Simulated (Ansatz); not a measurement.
Start from `[F][Ge][SH]` and change one atom or group to get `[F][Ge][F]`.

Ansatz, PBE0-D4/def2-TZVP geometries, multiplicity 1. Each molecule was computed in one conformer, which needn't be the lowest.

Scalar relativity is left out up to krypton.

```csv
property,`[F][Ge][SH]`
size of the dipole moment (ωB97M-V/def2-TZVPP) / D,2.58
HOMO–LUMO gap (PBE/def2-TZVPP) / eV,3.34
HOMO–LUMO gap (B3LYP/def2-TZVPP) / eV,4.77
LUMO energy (PBE0/def2-TZVPP) / eV,-2.44
HOMO energy (B3LYP/def2-TZVPP) / eV,-7.43
LUMO energy (ωB97M-V/def2-TZVPP) / eV,-0.48
```

Question: Give the same properties after the change, and the shifts. (Estimate.)

Answer: The calculation gave: 
| property | `[F][Ge][F]` | shift |
| --- | --- | --- |
| size of the dipole moment (ωB97M-V/def2-TZVPP) / D | 2.54 | -0.04 |
| HOMO–LUMO gap (PBE/def2-TZVPP) / eV | 4.29 | 0.95 |
| HOMO–LUMO gap (B3LYP/def2-TZVPP) / eV | 5.94 | 1.17 |
| LUMO energy (PBE0/def2-TZVPP) / eV | -2.58 | -0.14 |
| HOMO energy (B3LYP/def2-TZVPP) / eV | -8.79 | -1.36 |
| LUMO energy (ωB97M-V/def2-TZVPP) / eV | -0.54 | -0.06 |

With PBE0 the HOMO falls by 1.32 eV and the LUMO falls by 0.14 eV, so the gap widens by about 1.18 eV. PBE moves the HOMO by -1.14 eV and ωB97M-V by -1.53 eV. The zero-point energy changes by -20.3 kJ/mol with -3 modes. Dipoles are sizes alone; their direction can turn.

B3LYP here is the variant with VWN-RPA as its local correlation; programs differ in this.
